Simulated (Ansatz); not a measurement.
Basis-set extrapolation for CH6BNOS (`BOC(N)S`) (PBE0-D4/def2-TZVP geometry, frozen core, Ansatz). Multiplicity 1, RHF reference.

```json
{"": "HF", "def2-TZVPP": "-593.004027", "def2-QZVPP": "-593.024876"}
{"": "MP2 correlation", "def2-TZVPP": "-0.899629", "def2-QZVPP": "-0.967097"}
{"": "CCSD(T) correlation", "def2-TZVPP": "-0.981936", "def2-QZVPP": "not run"}
```

Energies in hartree. Use E(X) = E(∞) + A·exp(−7.88·√X) for Hartree–Fock and E(X) = E(∞) + B·X^(−2.97) for correlation, with X = 3 and 4, and add CCSD(T) minus MP2 of the smaller set to the MP2 limit.

Problem. What is the CCSD(T) energy at the basis-set limit?

Solution. HF limit: -593.024876 + (-0.020849) × 0.13774 = -593.02775. MP2 limit: -0.967097 + (-0.067468) × 0.74074 = -1.01707. Higher-order term: -0.981936 − (-0.899629) = -0.08231. Total: -594.12713 hartree, 370.6 kJ/mol below CCSD(T)/def2-TZVPP.
